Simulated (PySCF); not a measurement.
# Hartree-Fock beside MP2: BClH3N

All numbers below are calculated, not measured. They come from PySCF 2.14.0, an open-source quantum chemistry program, on an isolated molecule that a program drew, which may never have been made. The molecule is BClH3N (charge 0, singlet), drawn as the SMILES string `NBCl`.

The geometry was optimised and harmonic frequencies were computed with HF and MP2, all in the cc-pV(D+d)Z basis, for the commonest isotopes, with a restricted reference for singlets and an unrestricted one otherwise, and a frozen core in MP2. Each result is a local minimum of its method.

Geometry at the HF minimum:
```xyz
6
BClH3N, angstrom
N    -2.3569   -0.2501   -0.0570
B    -2.0736    1.0217   -0.5156
Cl   -2.0684    1.3481   -2.2739
H    -2.5640   -1.0174   -0.6624
H    -2.3697   -0.4719    0.9164
H    -1.8297    1.9204    0.2287
```

Lengths of the bonds as drawn, in Å (atoms numbered as above):
| bond | HF | MP2 |
|---|---|---|
| N1-B2 | 1.381 | 1.393 |
| B2-Cl3 | 1.788 | 1.778 |
| N1-H4 | 0.999 | 1.014 |
| N1-H5 | 0.998 | 1.013 |
| B2-H6 | 1.192 | 1.201 |

Rotational constants, in GHz:
```
constant,HF,MP2
A,51.41,50.95
B,5.446,5.447
C,4.924,4.921
```

Harmonic frequencies in cm^-1, each column in rising order, so a row needn't be the same motion in every method:
| rank | HF | MP2 |
|---|---|---|
| 1 | 374 | 356 |
| 2 | 539 | 513 |
| 3 | 630 | ? |
| 4 | 727 | 725 |
| 5 | 957 | 910 |
| 6 | 996 | 941 |
| 7 | 1212 | 1151 |
| 8 | 1405 | 1365 |
| 9 | 1742 | 1618 |
| 10 | 2777 | 2711 |
| 11 | 3816 | 3634 |
| 12 | 3925 | 3758 |

**Estimate the missing MP2 frequency from the HF column.**

A single factor s that minimises the squared misfit of MP2 against s times HF over the other rows is sum(HF x MP2) / sum(HF^2) = 0.9574, with an rms misfit of 25 cm^-1. For rank 3 it gives 0.9574 x 630 = 603 cm^-1. The calculation gives 617 cm^-1, 14 cm^-1 above the estimate. The drawn bonds are on average 0.8 % longer in MP2 than in HF.
